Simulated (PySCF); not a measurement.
**Spin-rotation constants: `CC#C[SiH2]O[SiH2]NC`, C$_{4}$H$_{11}$NOSi$_{2}$**

Molfile (atoms numbered from 1):
```
C4H11NOSi2
     RDKit          3D

 19 18  0  0  0  0  0  0  0  0999 V2000
   -3.1653   -1.3188    1.3145 C   0  0  0  0  0  0  0  0  0  0  0  0
   -2.5128   -0.4137    0.3937 C   0  0  0  0  0  0  0  0  0  0  0  0
   -1.9725    0.3367   -0.3794 C   0  0  0  0  0  0  0  0  0  0  0  0
   -1.1033    1.4628   -1.5587 Si  0  0  0  0  0  4  0  0  0  0  0  0
    0.5046    1.3033   -1.4295 O   0  0  0  0  0  0  0  0  0  0  0  0
    1.8575    0.5350   -0.9884 Si  0  0  0  0  0  4  0  0  0  0  0  0
    1.6655    0.0923    0.6561 N   0  0  0  0  0  0  0  0  0  0  0  0
    2.6890   -0.5564    1.4345 C   0  0  0  0  0  0  0  0  0  0  0  0
   -3.5069   -2.2062    0.7818 H   0  0  0  0  0  0  0  0  0  0  0  0
   -2.4684   -1.6232    2.0953 H   0  0  0  0  0  0  0  0  0  0  0  0
   -4.0243   -0.8321    1.7764 H   0  0  0  0  0  0  0  0  0  0  0  0
   -1.3700    2.8606   -1.2084 H   0  0  0  0  0  0  0  0  0  0  0  0
   -1.4459    1.1126   -2.9387 H   0  0  0  0  0  0  0  0  0  0  0  0
    2.0101   -0.7011   -1.7565 H   0  0  0  0  0  0  0  0  0  0  0  0
    2.9004    1.5207   -1.2963 H   0  0  0  0  0  0  0  0  0  0  0  0
    1.0472    0.6524    1.2239 H   0  0  0  0  0  0  0  0  0  0  0  0
    2.2399   -1.1545    2.2300 H   0  0  0  0  0  0  0  0  0  0  0  0
    3.3883    0.1548    1.8902 H   0  0  0  0  0  0  0  0  0  0  0  0
    3.2571   -1.2159    0.7823 H   0  0  0  0  0  0  0  0  0  0  0  0
  1  2  1  0
  2  3  3  0
  3  4  1  0
  4  5  1  0
  5  6  1  0
  6  7  1  0
  7  8  1  0
  1  9  1  0
  1 10  1  0
  1 11  1  0
  4 12  1  0
  4 13  1  0
  6 14  1  0
  6 15  1  0
  7 16  1  0
  8 17  1  0
  8 18  1  0
  8 19  1  0
M  END
```

Method: GIAO CAM-B3LYP/pcSseg-1 magnetisability, rotational g tensor and spin-rotation constants, non-relativistic, gas phase in PySCF 2.14.0. Geometry: GFN2-xTB.

Task: Give the nuclear spin-rotation constants along the inertial axes (H = +C I·J) beside the isotropic shieldings.

Result: Rotational constants 1.5622, 0.8347, 0.5658 GHz. A star marks the isotopologue with that one atom substituted, in its own axes.
```
atom  isotope  Caa (kHz)  Cbb (kHz)  Ccc (kHz)  mean (kHz)  σ (ppm)
  N7      14N      0.048      0.035      0.020       0.034    245.2
  H9       1H     -0.139     -0.092      0.003      -0.076     29.7
 H10       1H     -0.110     -0.017     -0.059      -0.062     29.7
 H11       1H     -0.046     -0.094     -0.031      -0.057     29.8
 H12       1H     -0.144     -0.054      0.018      -0.060     26.8
 H13       1H     -0.136     -0.025     -0.004      -0.055     26.7
 H14       1H     -0.136     -0.071      0.030      -0.059     26.8
 H15       1H      0.010     -0.044     -0.040      -0.025     26.7
 H16       1H     -0.132     -0.100     -0.022      -0.085     31.7
 H17       1H     -0.109      0.000     -0.056      -0.055     28.9
 H18       1H     -0.068     -0.085     -0.013      -0.055     28.9
 H19       1H     -0.127     -0.081      0.000      -0.069     29.3
  C1     13C*      0.193      0.098      0.072       0.121    180.4
  C2     13C*      0.466      0.137      0.231       0.278     71.4
  C3     13C*      0.405      0.106      0.208       0.240     97.9
 Si4    29Si*     -0.824     -0.501     -0.328      -0.551    401.4
  O5     17O*     -0.188     -0.034     -0.044      -0.089    299.9
 Si6    29Si*     -0.960     -0.476     -0.342      -0.593    379.3
  C8     13C*      0.234      0.125      0.098       0.152    157.5
```
For the geometry as given, no vibrational averaging.

Task: How do the rotational constants and the g tensor change when H9, H10, H11, H12, H13, H14, H15, H16, H17, H18, H19 are replaced by deuterium?

Result: Constants 1.3095, 0.7248, 0.4929 GHz; g -0.0152, -0.0074, -0.0066, against -0.0179, -0.0085, -0.0076 before.
